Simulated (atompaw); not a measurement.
## How hard is this scandium (Sc) PAW (atompaw) potential?

```json
{"Element": "scandium (Sc)", "Generator": "atompaw 4.2.0.5", "Type": "PAW", "Functional": "PBEsol", "Relativity": "scalar-relativistic", "Frozen core": "[Ne]", "Valence charge": "11", "Reference configuration": "3s2 3p6 3d1 4s1.75 4p0.25", "Partial waves": "3s (bound): rc 1.60 bohr; 4s (bound): rc 1.70 bohr; 3p (bound): rc 1.20 bohr; 4p (bound): rc 1.85 bohr; 3d (bound): rc 2.55 bohr; 3d channel at 2.25 Ry: rc 2.55 bohr", "Local potential": "ultrasoft scheme with l = 3 at 1 Ry, radius 2.55 bohr", "Core correction": "smooth core density matched at 2.50 bohr", "Augmentation charge": "besselshape compensation charge, radius 2.50 bohr; PAW radius 2.55 bohr; waves and projectors: custom rrkj gramschmidtortho"}
```

The pseudo-atom Hamiltonian at the reference potential is diagonalised in spherical Bessel functions j_l(qr) that vanish at 20 bohr, with q² up to the cutoff. All-electron valence levels (Ry): 3s -4.0578, 4s -0.3213, 3p -2.4901, 4p -0.1181, 3d -0.2601.

**Question.** How do the lowest levels (Ry) of each channel move with the cutoff, and are there ghosts?

**Answer.**

```csv
cutoff (Ry),s #1,s #2,s #3,p #1,p #2,p #3,d #1,d #2,f #1,f #2,Σ f·Δε (mRy)
8,-3.9552,-0.2993,-0.0022,-2.0977,-0.0816,0.0440,-0.1655,0.0411,0.0933,0.2110,2702.3
18,-4.0554,-0.3166,-0.0047,-2.3558,-0.1006,0.0383,-0.2598,0.0398,0.0933,0.2110,824.1
30,-4.0575,-0.3209,-0.0054,-2.4499,-0.1158,0.0344,-0.2601,0.0397,0.0933,0.2110,243.6
50,-4.0578,-0.3213,-0.0055,-2.4890,-0.1180,0.0339,-0.2601,0.0397,0.0933,0.2110,7.0
70,-4.0578,-0.3213,-0.0055,-2.4899,-0.1181,0.0339,-0.2601,0.0397,0.0933,0.2110,1.5
110,-4.0578,-0.3213,-0.0055,-2.4901,-0.1181,0.0339,-0.2601,0.0397,0.0933,0.2110,0.3
400,-4.0578,-0.3214,-0.0055,-2.4902,-0.1181,0.0339,-0.2601,0.0397,0.0933,0.2110,0.0
```

Result: no extra level below or beside the all-electron valence levels (s, p, d, f tested); 10 mRy is reached at 50 Ry and 1 mRy at 90 Ry.
